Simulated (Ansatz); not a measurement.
Consider the formal exchange of groups at a Ga–C bond: `B[CH]([GaH2])[SiH2]F` + `C[SiH3]` → `C[SiH2][GaH2]` + `BC[SiH2]F`.

Gas-phase electronic energies from Ansatz, PBE0-D4/def2-TZVP geometries. CCSD(T)/CBS adds triple-zeta CCSD(T) − MP2 to the extrapolated MP2 energy (def2 sets, frozen cores). This one scheme is used for every species. DFT in def2-TZVPP. B3LYP here is the variant with VWN-RPA as its local correlation; programs differ in this. For Ga outer-core shells are correlated without core-valence functions, which leaves a few kJ/mol of doubt a bond. Scalar relativity is left out up to krypton. One conformer a species, not always the lowest.

```json
{"level": "PBE0-D4", "ΔE (kcal/mol)": "3.3", "difference from CCSD(T)/CBS": "-3.1"}
{"level": "ωB97M-V", "ΔE (kcal/mol)": "5.1", "difference from CCSD(T)/CBS": "-1.3"}
{"level": "B2PLYP", "ΔE (kcal/mol)": "4.6", "difference from CCSD(T)/CBS": "-1.8"}
{"level": "r2SCAN", "ΔE (kcal/mol)": "4.1", "difference from CCSD(T)/CBS": "-2.3"}
{"level": "B3LYP", "ΔE (kcal/mol)": "2.3", "difference from CCSD(T)/CBS": "-4.1"}
{"level": "MP2/def2-TZVPP", "ΔE (kcal/mol)": "8.3", "difference from CCSD(T)/CBS": "1.9"}
{"level": "HF/def2-QZVPP", "ΔE (kcal/mol)": "3.0", "difference from CCSD(T)/CBS": "-3.4"}
{"level": "MP2/def2-QZVPP", "ΔE (kcal/mol)": "8.3", "difference from CCSD(T)/CBS": "1.9"}
{"level": "SCS-MP2/def2-QZVPP", "ΔE (kcal/mol)": "7.4", "difference from CCSD(T)/CBS": "1.0"}
{"level": "HF/CBS(def2)", "ΔE (kcal/mol)": "3.0", "difference from CCSD(T)/CBS": "-3.4"}
{"level": "CCSD(T)/CBS", "ΔE (kcal/mol)": "6.4", "difference from CCSD(T)/CBS": "0"}
```

Largest T1 diagnostic among the species: 0.013.

The D4 term adds +1.5 kcal/mol with B3LYP and +0.8 kcal/mol with PBE0; it sums over pairs of atoms, weighted by their polarisabilities, and B3LYP, whose exchange is more repulsive, gets the larger term. In def2-TZVPP, CCSD(T) changes the Hartree–Fock value by +3.4 kcal/mol (the triples alone add +0.7 kcal/mol) and MP2 by +5.3 kcal/mol.
